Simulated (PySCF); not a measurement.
Species: C4H7AlO.
Structure used (PBE0-D3(BJ)/def2-SVP), in Å, numbered top down from 1:
```
atom  x, y, z in Å
C1     2.752   -2.093   -0.485
C2     2.339   -0.969   -0.247
Al3    1.705    0.794    0.142
O4     0.071    1.001    0.541
C5    -1.070    0.206    0.667
C6    -2.106    0.571   -0.376
H7     3.118   -3.083   -0.695
H8     2.619    2.072    0.119
H9    -0.819   -0.870    0.583
H10   -1.495    0.353    1.677
H11   -3.021   -0.026   -0.247
H12   -1.718    0.390   -1.391
H13   -2.371    1.637   -0.299
```

Method used: PBE0-D3(BJ)/def2-SVP geometry optimisation, gas phase in PySCF.

Which atoms are bound to Al3, and at what distances?

3 atoms: H8 1.572 Å, O4 1.694 Å, C2 1.913 Å. The nearest atom not counted as bound is C5, at 2.88 Å.

List the angles at Al3.

```
    angle  degrees  distance of the outer atoms (Å)
C2–Al3–H8    123.6                             3.08
C2–Al3–O4    118.7                             3.10
O4–Al3–H8    117.7                             2.80
```

What is the shape at Al3?

Planar: angles 123.6°, 118.7° and 117.7°, sum 360.0°, 0.00 Å off the plane of its three neighbours.

What are the other bond lengths?

C1≡C2 1.222 Å; O4–C5 1.397 Å; C5–C6 1.514 Å; C1–H7 1.076 Å; C5–H9, C5–H10 1.107 Å; C6–H11, C6–H12, C6–H13 1.101 Å.

Give some angles away from the centre.

C1–C2–Al3 179.3°, Al3–O4–C5 137.7°, O4–C5–C6 111.1°.

What are the rotational constants (commonest isotopes, rigid rotor)?

A = 5186, B = 1443, C = 1206 MHz: an asymmetric top.

Point group: C1 (no symmetry element, even within 0.4 Å). Charge 0, singlet. Stationary, but not proved a minimum.

One conformer stands for the species.
